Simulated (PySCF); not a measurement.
Removal energies of In⁺ from EOM-IP-GCCSD

Reference: closed-shell In⁺, [Kr] 4d10 5s2; one electron is removed. Calculated with PySCF 2.14, two-component X2C-1e with screened spin-orbit coupling, x2c-TZVPPall-2c with one added diffuse shell each of s, p, d, f type (9s10p6d3f, 90 functions); frozen [Ar] 3d10; the 6 highest virtual spinors dropped; of the others 108 kept and the rest restored at second order. No Breit or QED terms. Binding energies in eV.

```csv
level,Koopmans
4d3/2,35.490
4d5/2,34.531
5s1/2,17.311
```

Q: How does correlation move these levels?

A: 4d3/2: second order 31.939, EOM-CCSD 33.434; 4d5/2: second order 31.098, EOM-CCSD 32.544; 5s1/2: second order 18.599, EOM-CCSD 18.693.

For comparison, the ionisation energy of In⁺ is 18.870 eV (measured; NIST Atomic Spectra Database, ionization energies).

Only part of the computed levels is shown.

Where second order misses EOM-CCSD by more than 1 eV, it overshoots the relaxation and correlation of that hole or particle, which higher orders damp.
